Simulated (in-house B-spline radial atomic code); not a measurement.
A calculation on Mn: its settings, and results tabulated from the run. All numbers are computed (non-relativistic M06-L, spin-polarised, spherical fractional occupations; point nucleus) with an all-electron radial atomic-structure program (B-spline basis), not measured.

Command:
```bash
python run_scf.py task.json out
```
Settings:
```
Z                25
configuration    [Ar] 3d5 4s2
hamiltonian      nr
method           m06l
spin_polarised   True
```

Output (hartree, bohr):
```
 radial grid: 57 intervals, B-splines of order 8, outer radius 50 bohr

 iter        energy (Eh)    residual
    1       -1150.950987    7.15e-02
    2       -1150.966808    5.82e-03
    3       -1150.967543    2.52e-03
    4       -1150.967613    1.56e-03
    5       -1150.967631    5.12e-04
    6       -1150.967630    3.81e-04
    7       -1150.967636    7.59e-05
    8       -1150.967636    1.83e-05
    9       -1150.967636    4.13e-06
   10       -1150.967636    1.01e-06
   11       -1150.967636    6.61e-07
   12       -1150.967636    1.66e-07

 total energy                     -1150.96764
 kinetic                            1150.0022
 electron-nucleus                  -2735.3622
 Hartree                             486.4615
 exchange-correlation                -52.0691

 orbital      occ     eigenvalue          <r>       <r^2>       <1/r>       <r^4>     <1/r^2>       r_max
 1s up      1.000      -235.0005    0.0615596  0.00508426     24.5194 6.62153e-05     1209.65     0.04061
 1s down    1.000      -235.0008    0.0615595  0.00508421     24.5194 6.62109e-05     1209.65     0.04061
 2s up      1.000       -27.3072     0.281615   0.0936395     5.24284   0.0153511     112.703      0.2348
 2s down    1.000       -27.1968     0.280687    0.092967      5.2597      0.0151     113.363      0.2344
 2p up      3.000       -23.2972     0.248407   0.0758158     5.16417   0.0117232     36.6164      0.1902
 2p down    3.000       -23.2177      0.24746   0.0751624     5.17849   0.0114878     36.7853      0.1899
 3s up      1.000        -3.3062     0.856284    0.844508     1.64009     1.15086      16.456      0.7443
 3s down    1.000        -3.0445     0.862601    0.858183     1.62364     1.19962     16.0406      0.7449
 3p up      3.000        -2.1404      0.90449    0.962152      1.5117     1.61855     5.02822      0.7588
 3p down    3.000        -1.8845     0.917859    0.994649     1.48905     1.76634     4.87228        0.76
 3d up      5.000        -0.3158      1.17078     1.82097     1.15313     9.46557     1.83191       0.768
 4s up      1.000        -0.1980      3.05606      10.767    0.422886      192.07     1.20831       2.474
 4s down    1.000        -0.1644      3.26302     12.2673    0.390567     251.422    0.960888       2.611
```

Time taken, with all properties: 0.55 s on 1 thread of Arm Neoverse N1, with other jobs on the host.
